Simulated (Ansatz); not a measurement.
Ansatz (an electronic-structure program) input (CCSD(T)/aug-cc-pV(T+d)Z):
A basis named .json is the Basis Set Exchange file of that set.

Ansatz 0.2 input:
```yaml
crystal:
  periodic: [false, false, false]
  atoms:
    - {symbol: Si, position_ang: [-0.81529844, -0.42457073, -0.43167941]}
    - {symbol: C, position_ang: [-1.69616817, 1.20470600, -1.05335459]}
    - {symbol: C, position_ang: [-1.90122223, -0.66086785, 1.17518479]}
    - {symbol: N, position_ang: [0.65574951, 0.34316377, 0.34573055]}
    - {symbol: Si, position_ang: [2.24419145, -0.16833822, 0.06851668]}
    - {symbol: H, position_ang: [-2.71925854, 0.99729374, -1.39017010]}
    - {symbol: H, position_ang: [-1.15583139, 1.64448741, -1.89803600]}
    - {symbol: H, position_ang: [-1.75522452, 1.96596569, -0.25927287]}
    - {symbol: H, position_ang: [-2.93169716, -0.93601216, 0.91902239]}
    - {symbol: H, position_ang: [-1.49688033, -1.45783383, 1.80781077]}
    - {symbol: H, position_ang: [-1.94296408, 0.25925771, 1.77950217]}
    - {symbol: H, position_ang: [0.52804783, 1.12196207, 0.98570233]}
    - {symbol: H, position_ang: [2.72162704, -0.07056817, -1.34517124]}
    - {symbol: H, position_ang: [3.18744751, 0.68695498, 0.86668005]}
    - {symbol: H, position_ang: [2.55432722, -1.57595741, 0.46711592]}
basis:
  gaussian:
    orbitals: aug-cc-pV_T+d_Z.json
total_charge: -1
magnetization: {spin_polarized: false}
correlation: {method: ccsd_t, electrons: outside_noble_gas}
```

Output:

```
Functional definition: HF
integrals: 10.92 GiB planned
2690 factors; integrals over basis functions are off by at most 1.0e-3 eV
4.54 GiB of device memory are held for the factors and their scratch space
mean field: 4.55 GiB planned
mean field evaluation 1: about -19423.8510 eV, gradient 3.9e1 eV
mean field evaluation 2: about -19423.9932 eV, gradient 3.9e1 eV
mean field evaluation 4: about -19428.4695 eV, gradient 5.2e0 eV
mean field evaluation 8: about -19428.5874 eV, gradient 3.7e-1 eV
mean field evaluation 16: about -19428.5887 eV, gradient 2.8e-6 eV
mean field -19428.58870531 eV, -713.9874657498 hartree, gradient 2.8e-6 eV, S^2 0.000000; 0 other end points of the search recorded, 0 dependent functions left out
13 core orbitals not correlated
reference -19428.58870531 eV, -713.9874657498 hartree; 16, 16 occupied and 449, 449 virtual orbitals, 2690 factors
second order -23.40194213 eV of doubles, -0.00000000 eV of singles
coupled cluster: 76.23 GiB planned
cycle   1  -24.29442685 eV  change   -8.9e-1 eV  update   1.1e-1
cycle   2  -24.93011598 eV  change   -6.4e-1 eV  update   3.4e-2
cycle   3  -25.05863083 eV  change   -1.3e-1 eV  update   1.8e-2
cycle   4  -25.05101336 eV  change    7.6e-3 eV  update   5.4e-3
cycle   5  -25.04635874 eV  change    4.7e-3 eV  update   3.3e-3
cycle   6  -25.04654448 eV  change   -1.9e-4 eV  update   1.4e-3
cycle   7  -25.04643010 eV  change    1.1e-4 eV  update   7.0e-4
cycle   8  -25.04627643 eV  change    1.5e-4 eV  update   2.8e-4
cycle   9  -25.04635315 eV  change   -7.7e-5 eV  update   1.2e-4
cycle  10  -25.04641290 eV  change   -6.0e-5 eV  update   4.7e-5
cycle  11  -25.04636582 eV  change    4.7e-5 eV  update   2.4e-5
cycle  12  -25.04636888 eV  change   -3.1e-6 eV  update   1.1e-5
perturbative correction -1.06672978 eV, -0.0392015962 hartree
Total energy: -19454.70180396 eV, -714.9471044252 hartree
```

It need not be the lowest isomer of its formula. Whether it binds its extra electron was not tested at this geometry.
